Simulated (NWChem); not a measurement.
# Si2NH5F2; SMILES F[Si]([SiH3])(N)F

```xyz
10

N     -1.5066    -1.0195    -0.5366
Si     0.0112    -0.4274    -0.0152
F      0.2759    -1.0995     1.4256
F      1.2579    -0.9162    -0.9229
Si     0.0190     1.9045     0.0682
H     -1.7739    -1.9786    -0.3443
H     -1.9345    -0.6782    -1.3886
H      1.3778     2.4332     0.3604
H     -0.4252     2.4394    -1.2499
H     -0.9258     2.3836     1.1119
```
Atoms are numbered in this order, from 1.

Results from NWChem. Medium grid unless said otherwise, to which SCAN and Minnesota functionals are sensitive. Geometry: optimised at B3LYP/6-31G* (spherical d). Hybrids' shares of exact exchange are those that their runs print; pure functionals count as 0. The functionals differ in more than this share.

| row | share of exact exchange | highest occupied level (eV) |
|---|---|---|
| PBE/def2-TZVP | 0.00 | -6.78 |
| r2SCAN/def2-TZVP | 0.00 | -7.11 |
| TPSSh/def2-TZVP | 0.10 | withheld |
| B3LYP/def2-TZVP | 0.20 | -8.01 |
| PW6B95/def2-TZVP | 0.28 | -8.39 |
| Hartree-Fock/def2-TZVP | 1.00 | -11.67 |

**Question.** Fit a straight line of the last column on the one before it, predict the withheld value, and compare with the run.

**Answer.** 
1. Means of the 5 shown rows: x = 0.296, y = -8.392. Slope Σ(x − x̄)(y − ȳ)/Σ(x − x̄)² = -3.201/0.6803 = -4.705; intercept -6.999.
2. The shown rows scatter about the line by 0.120 (root mean square); the largest residual is +0.22, at PBE/def2-TZVP.
3. At x = 0.10 (TPSSh/def2-TZVP; inside the shown range) the line gives -7.47.
4. The run gives -7.44, +0.03 from the line, 0.3 times the scatter.
